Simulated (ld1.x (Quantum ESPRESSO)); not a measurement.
## Building the ultrasoft potential for nitrogen (PBE, non-relativistic).

nitrogen (N), ultrasoft, made with ld1.x (Quantum ESPRESSO) 7.5 (PBE, non-relativistic). Core [He], reference 2s2 2p3. Waves: 2s (bound): rcut 0.60, rcutus 0.70 bohr; 2s channel at 2.6 Ry: rcut 0.60, rcutus 0.70 bohr; 2p (bound): rcut 1.20, rcutus 1.55 bohr; 2p channel at 1.95 Ry: rcut 1.20, rcutus 1.55 bohr; 3d channel at 0.3 Ry: rcut 0.95, rcutus 1.30 bohr; 3d channel at 1 Ry: rcut 0.95, rcutus 1.30 bohr. Local part: all-electron potential smoothed inside 0.85 bohr (lloc = -2). Core correction: a·sin(br)/r model core inside 0.65 bohr. Augmentation charge: PSQ, radius 0.60 bohr.

All-electron outer shells of the reference configuration (PBE, non-relativistic, ld1.x):

```
shell  level (eV)  outermost node (bohr)  outermost maximum (bohr)
   2s      -18.56                   0.32                      1.02
   2p       -7.10                      –                      0.98
```

Estimate the cutoffs (Ry, on a coarse ladder) from which the occupation-weighted sum of valence levels, in a spherical-Bessel basis at the reference potential, stays within 10 and 1 mRy of its value at 400 Ry.

35 Ry and 90 Ry.

Does the potential have ghost states?

Ghost state, extra bound levels that the all-electron valence spectrum of the same l lacks: s at -72.4 eV. A true bound ghost makes a file unfit for plane-wave use.

Is the overlap operator S = 1 + Σ q|β⟩⟨β| positive definite (Bessel basis up to 400 Ry)?

Yes: its lowest eigenvalue is 0.49 (d channel).

Which valence shell sets the plane-wave cutoff?

2s: its level needs 90 Ry to come within 1 mRy, against 30 Ry for 2p.

Tests: 2s2 2p2; 2s2 2p1; 2s2 2p0; 2s1 2p3; 2s2 2p2.5; 2s2 2p3.3; 2s1 2p0. Which has the largest error in its energy relative to the reference configuration, and how large is it?

2s1 2p0, with +245 meV (all-electron minus pseudo) on +167.31 eV.
